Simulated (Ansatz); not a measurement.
`CN(C)[Si]Cl` + H₂ → `CN(C)[SiH]` + HCl at 500 K and 1 bar (hydrogenolysis of the Si–Cl bond).

Isolated molecules relaxed with PBE0-D4/def2-TZVP in Ansatz; ΔE leaves out vibrations. CCSD(T)/CBS is the MP2 limit (def2-TZVPP, def2-QZVPP) plus CCSD(T) − MP2 in def2-TZVPP, frozen cores. This one scheme is used for every species. One conformer a species, not always the lowest.

```tsv
species	CCSD(T)/CBS energy (Eh)	H − E (kJ/mol)	S (J/(mol·K))
`CN(C)[Si]Cl`	-883.31525	266.8	403.0
H₂	-1.17544	41.0	145.5
`CN(C)[SiH]`	-424.06348	276.3	360.7
HCl	-460.38127	32.5	201.9
```

H − E and S are ideal-gas, rigid-rotor, harmonic terms from PBE0-D4/def2-TZVP, for one conformer and one mirror image of each species. The MP2-based limit puts H₂ 0.8 mEh under its directly extrapolated value; such offsets cancel only in part. 1 Eh = 2625.50 kJ/mol, R = 8.31446 J/(mol·K).

By hand: ΔE, ΔH, ΔS and ΔG.

ΔE = (-424.06348) + (-460.38127) − (-883.31525) − (-1.17544) = 0.04594 Eh = 120.6 kJ/mol. Δ(H − E) = 276.3 + 32.5 − 266.8 − 41.0 = 1.0, so ΔH = 121.6 kJ/mol. ΔS = 360.7 + 201.9 − 403.0 − 145.5 = 14.1 J/(mol·K). ΔG = 121.6 − 500 × (14.1)/1000 = 114.5 kJ/mol.

By hand: the equilibrium constant, and the temperature at which ΔG would vanish if ΔH and ΔS stayed fixed.

log₁₀ K = −ΔG/(RT ln 10) = -12.0. ΔG = 0 at ΔH/ΔS = 8624 K, far beyond where these terms or the molecules hold.

The number of gas molecules stays the same, so ΔS is small and ΔH decides. A doubt of 5 kJ/mol in ΔE shifts log₁₀ K by 0.5 here. Other conformers and mirror images would add mixing entropy, several J/(mol·K) or more a flexible species. These are equilibria of isolated gas molecules and say nothing of rates. Largest T1 diagnostic: 0.015 (customary marks: 0.02 for closed shells, 0.045 for open ones).
